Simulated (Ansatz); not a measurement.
The cluster HgF₂⁻. Total charge -1; doublet. Geometry relaxed at PBE-D4/def2-TZVPD.

```xyz
3

Hg   -0.1119    0.0948   -0.3724
F    -1.8620   -0.9729    0.5269
F     1.9739    0.8782   -0.1545
```

In the def2 sets Hg takes a core potential; there is no spin–orbit coupling. The relaxation made no stability test and no search for a lower SCF solution. The structure comes from a short search, and lower isomers may exist.

Problem. Estimate the harmonic wavenumbers at UKS PBE-D4/def2-TZVPD (Ansatz, unscaled). Is this a minimum?

Solution. 46, 297, 307 cm⁻¹. Yes, no mode is imaginary beyond noise. Zero-point energy 3.9 kJ/mol. It took 8.5 s on 4 threads of Arm Neoverse V2 on a shared host.
